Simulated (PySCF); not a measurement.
Isomers of C5H12Si3, mass 156.025 u with the commonest isotopes. The calculation used PBE0/pcSseg-1 in PySCF (dipole) on a GFN2-xTB geometry, gas phase. One conformer each, none proved a minimum here; rigid rotors.

Question: Order these by dipole moment, largest first.
A. `[CH:1]#[C:2][Si@@H:3]1[SiH2:4][CH2:5][C@H:6]1[CH2:7][SiH3:8]` with C5–C6–C7–Si8 -61°, C2–Si3–Si4–C5 -120°, Si3–Si4–C5–C6 13°, Si4–C5–C6–C7 -142°, C2–Si3–C6–C5 133°
B. `[CH:1]#[C:2][CH:3]1[SiH2:4][CH2:5][SiH2:6][CH2:7][SiH2:8]1` with C2–C3–Si4–C5 67°, C3–Si4–C5–Si6 55°, Si4–C5–Si6–C7 -55°, C5–Si6–C7–Si8 55°
C. `[CH:1]#[C:2][C:3]([SiH3:4])([SiH3:5])[SiH2:6][CH:7]=[CH2:8]` with C2–C3–Si6–C7 177°, C3–Si6–C7–C8 102°

Answer: C (1.00 D), B (0.50 D), A (0.35 D).

Question: Order these by radius of gyration √(Σ m r²/M), largest first.
A. `[CH:1]#[C:2][Si@@H:3]1[SiH2:4][CH2:5][C@H:6]1[CH2:7][SiH3:8]` with C5–C6–C7–Si8 -61°, C2–Si3–Si4–C5 -120°, Si3–Si4–C5–C6 13°, Si4–C5–C6–C7 -142°, C2–Si3–C6–C5 133°
B. `[CH:1]#[C:2][CH:3]1[SiH2:4][CH2:5][SiH2:6][CH2:7][SiH2:8]1` with C2–C3–Si4–C5 67°, C3–Si4–C5–Si6 55°, Si4–C5–Si6–C7 -55°, C5–Si6–C7–Si8 55°
C. `[CH:1]#[C:2][Si@H:3]([CH:4]=[CH2:5])[CH:6]([SiH3:7])[SiH3:8]` with C2–Si3–C4–C5 -23°, C2–Si3–C6–Si7 52°
D. `[CH:1]#[C:2][SiH2:3][Si@@H:4]1[CH2:5][SiH2:6][C@H:7]1[CH3:8]` with C2–Si3–Si4–C5 57°
E. `[CH:1]#[C:2][Si@@H:3]1[SiH2:4][CH2:5][C@@H:6]1[CH2:7][SiH3:8]` with C5–C6–C7–Si8 60°, C2–Si3–Si4–C5 -96°, Si3–Si4–C5–C6 -14°, Si4–C5–C6–C7 142°, C2–Si3–C6–C5 101°
F. `[CH:1]#[C:2][C:3]([SiH3:4])([SiH3:5])[SiH2:6][CH:7]=[CH2:8]` with C2–C3–Si6–C7 177°, C3–Si6–C7–C8 102°

Answer: A (2.546 Å), E (2.450 Å), D (2.388 Å), C (2.326 Å), F (2.257 Å), B (2.141 Å).

Question: Order these by rotational constant B, largest first.
A. `[CH:1]#[C:2][Si@@H:3]1[SiH2:4][CH2:5][C@H:6]1[CH2:7][SiH3:8]` with C5–C6–C7–Si8 -61°, C2–Si3–Si4–C5 -120°, Si3–Si4–C5–C6 13°, Si4–C5–C6–C7 -142°, C2–Si3–C6–C5 133°
B. `[CH:1]#[C:2][SiH2:3][Si@@H:4]1[CH2:5][SiH2:6][C@@H:7]1[CH3:8]` with C2–Si3–Si4–C5 50°, Si3–Si4–C5–Si6 -107°, Si4–C5–Si6–C7 -9°, C5–Si6–C7–C8 131°, Si3–Si4–C7–Si6 107°
C. `[CH:1]#[C:2][SiH2:3][Si@@H:4]1[CH2:5][SiH2:6][C@H:7]1[CH3:8]` with C2–Si3–Si4–C5 57°
D. `[CH:1]#[C:2][Si@@H:3]1[SiH2:4][CH2:5][C@@H:6]1[CH2:7][SiH3:8]` with C5–C6–C7–Si8 60°, C2–Si3–Si4–C5 -96°, Si3–Si4–C5–C6 -14°, Si4–C5–C6–C7 142°, C2–Si3–C6–C5 101°
E. `[CH:1]#[C:2][C:3]([SiH3:4])([SiH3:5])[SiH2:6][CH:7]=[CH2:8]` with C2–C3–Si6–C7 177°, C3–Si6–C7–C8 102°
F. `[CH:1]#[C:2][CH:3]1[SiH2:4][CH2:5][SiH2:6][CH2:7][SiH2:8]1` with C2–C3–Si4–C5 67°, C3–Si4–C5–Si6 55°, Si4–C5–Si6–C7 -55°, C5–Si6–C7–Si8 55°

Answer: F (1059 MHz), B (858.5 MHz), E (818.4 MHz), D (784.8 MHz), C (709.2 MHz), A (690.0 MHz).

```json
{"SMILES": "C#CC1[SiH2]C[SiH2]C[SiH2]1", "point group": "Cs", "Ia (u·Å²)": "354.00", "Ib (u·Å²)": "477.10", "Ic (u·Å²)": "599.34", "κ": "-0.26", "μa (D)": "0.40", "μb (D)": "0.00", "μc (D)": "0.29"}
{"SMILES": "C#C[SiH2][Si@@H]1C[SiH2][C@H]1C", "point group": "C1", "Ia (u·Å²)": "304.86", "Ib (u·Å²)": "712.58", "Ic (u·Å²)": "761.91", "κ": "-0.91", "μa (D)": "0.35", "μb (D)": "0.30", "μc (D)": "0.19"}
{"SMILES": "C#CC([SiH3])([SiH3])[SiH2]C=C", "point group": "C1", "Ia (u·Å²)": "345.03", "Ib (u·Å²)": "617.55", "Ic (u·Å²)": "627.47", "κ": "-0.96", "μa (D)": "0.91", "μb (D)": "0.05", "μc (D)": "0.41"}
{"SMILES": "C#C[SiH2][Si@@H]1C[SiH2][C@@H]1C", "point group": "C1", "Ia (u·Å²)": "332.96", "Ib (u·Å²)": "588.65", "Ic (u·Å²)": "645.78", "κ": "-0.79", "μa (D)": "0.52", "μb (D)": "0.15", "μc (D)": "0.03"}
{"SMILES": "C#C[Si@H](C=C)C([SiH3])[SiH3]", "point group": "C1", "Ia (u·Å²)": "363.69", "Ib (u·Å²)": "616.65", "Ic (u·Å²)": "708.31", "κ": "-0.69", "μa (D)": "0.47", "μb (D)": "0.20", "μc (D)": "0.21"}
{"SMILES": "C#C[Si@@H]1[SiH2]C[C@@H]1C[SiH3]", "point group": "C1", "Ia (u·Å²)": "348.55", "Ib (u·Å²)": "643.99", "Ic (u·Å²)": "880.44", "κ": "-0.52", "μa (D)": "0.32", "μb (D)": "0.18", "μc (D)": "0.21"}
{"SMILES": "C#C[Si@@H]1[SiH2]C[C@H]1C[SiH3]", "point group": "C1", "Ia (u·Å²)": "321.75", "Ib (u·Å²)": "732.46", "Ic (u·Å²)": "969.26", "κ": "-0.68", "μa (D)": "0.34", "μb (D)": "0.05", "μc (D)": "0.06"}
```
